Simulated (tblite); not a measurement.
Start geometry of `C[C@@H]1CC(=S)[C@H](F)[C@@H]1Cl` from a force field or distance geometry (Å):
```
atom  x, y, z in Å
C1     1.9553   -0.4795   -0.1124
C2     0.5333    0.0048   -0.2375
C3     0.2025    1.1134    0.7582
C4    -1.2788    1.2345    0.4716
S5    -2.0589    2.4206    0.3178
C6    -1.7602   -0.1922    0.4193
F7    -2.3775   -0.5330    1.5892
C8    -0.5009   -1.0094    0.1755
Cl9   -0.0985   -1.9205    1.6378
H10    2.3737   -0.2656    0.8876
H11    2.5888    0.0195   -0.8952
H12    2.0431   -1.5669   -0.2963
H13    0.3110    0.3894   -1.2369
H14    0.4060    0.8287    1.7952
H15    0.7604    2.0178    0.4551
H16   -2.4225   -0.3325   -0.4539
H17   -0.6837   -1.7169   -0.6354
```

What comes out of this run: tblite, GFN2-xTB geometry optimisation, gas phase?

```
atom  x, y, z in Å
C1     1.9878   -0.5461   -0.0931
C2     0.5513   -0.0791   -0.2637
C3     0.2229    1.2132    0.4961
C4    -1.2551    1.1856    0.7124
S5    -2.1658    2.3911    1.2747
C6    -1.7665   -0.1780    0.3022
F7    -2.7468   -0.6679    1.1144
C8    -0.5098   -1.0545    0.2596
Cl9   -0.1263   -1.5976    1.9201
H10    2.2044   -0.7450    0.9525
H11    2.6698    0.2199   -0.4525
H12    2.1601   -1.4571   -0.6602
H13    0.3488    0.0720   -1.3304
H14    0.7145    1.2023    1.4738
H15    0.5418    2.1193   -0.0183
H16   -2.2103   -0.1119   -0.7048
H17   -0.6280   -1.9542   -0.3434
```

The energy falls by 143.8 kJ/mol over 72 L-BFGS steps, the largest force on an atom goes from 13.65 to 0.009 eV/Å, and the atoms move by 0.445 Å rms after alignment. The bond that changes most is C4=S5 (thiocarbonyl carbon to thiocarbonyl sulfur), which lengthens by 0.184 Å. Bonds longer at the end by more than 0.005 Å: 7 of 17; shorter: 5. Among the angles that change most is C2–C3–C4, from 98.4° to 105.5°. Among the dihedrals that turn most is C3–C4–C6–F7, from 101° to 141°. Rotational constants go from 1892, 957.7, 702.2 to 1699, 938.0, 723.8 MHz. The orientation of the end geometry is arbitrary; only internal coordinates are fixed.

Its GFN2-xTB frequencies are all real (lowest 46 cm⁻¹). One conformer, not necessarily the lowest. 2 starts were optimised and ended at 0.00 and 0.92 kcal/mol (GFN2-xTB); the lowest of these is shown.

All values are computed, not measured.
